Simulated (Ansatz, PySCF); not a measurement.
Gas-phase reaction in SMILES: C[Si](C)(O)O [dihydroxy(dimethyl)silane] → C[Si](C)([O])O + H atom (the H-O bond at the site shown breaks; other sites are not compared here)
Structures are relaxed separately at B3LYP-D3(BJ)/def2-TZVP in Ansatz (a quantum-chemistry and plane-wave program), one conformer each, not searched for the lowest.

Wanted: bond dissociation energy (0 K, with B3LYP-D3(BJ) harmonic zero-point energies from PySCF), in kcal/mol. Correlated levels leave the core frozen unless marked. UHF or UKS for open shells. Spin-orbit coupling is left out. Non-relativistic. CBS marks a two-point X^-3 extrapolation of the correlation energy; Hartree-Fock from the larger set.

```csv
level,program,bond dissociation energy (kcal/mol)
BLYP-D4/def2-TZVPD,Ansatz + dftd4,…
revPBE-D4/def2-TZVPD,Ansatz + dftd4,107.4
r2SCAN/def2-TZVPD,Ansatz,109.9
B97M-V/def2-TZVPD,Ansatz,110.7
PBE0/def2-TZVPD,Ansatz,110.9
BHLYP/def2-TZVPD,Ansatz,…
r2SCAN0/def2-TZVPD,Ansatz,110.3
CAM-B3LYP-D3(BJ)/def2-TZVPD,Ansatz + dftd3,113.8
wB97X-V/def2-TZVPD,Ansatz,113.7
B2GP-PLYP-D3(BJ)/def2-TZVPD,Ansatz + dftd3,…
SCS-MP2/6-31G,Ansatz,100.3
SCS-MP2/cc-pV(Q+d)Z,Ansatz,121.5
CCSD/6-31G,Ansatz,96.7
"CCSD(T)/CBS(cc-pV(T+d)Z,cc-pV(Q+d)Z)",Ansatz,…
```

Task: What belongs in the gaps?

Result: 
- BLYP-D4/def2-TZVPD, bond dissociation energy (kcal/mol): 108.2
- BHLYP/def2-TZVPD, bond dissociation energy (kcal/mol): 109.4
- B2GP-PLYP-D3(BJ)/def2-TZVPD, bond dissociation energy (kcal/mol): 114.6
- CCSD(T)/CBS(cc-pV(T+d)Z,cc-pV(Q+d)Z), bond dissociation energy (kcal/mol): 118.4
